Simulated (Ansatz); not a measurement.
Species: twistane `C1CC2CC3CCC2CC13` (charge 0, multiplicity 1), formula C$_{10}$H$_{16}$.

Question: How many basis functions does frozen-core CCSD(T)/def2-SVP // B3LYP-D3(BJ)/def2-SVP (Ansatz, a quantum-chemistry and plane-wave program) use, how many core orbitals are frozen, and how many electrons are correlated?

Answer: 220 basis functions and 10 frozen orbitals, which leaves 56 correlated electrons. Core time is of the order of minutes.
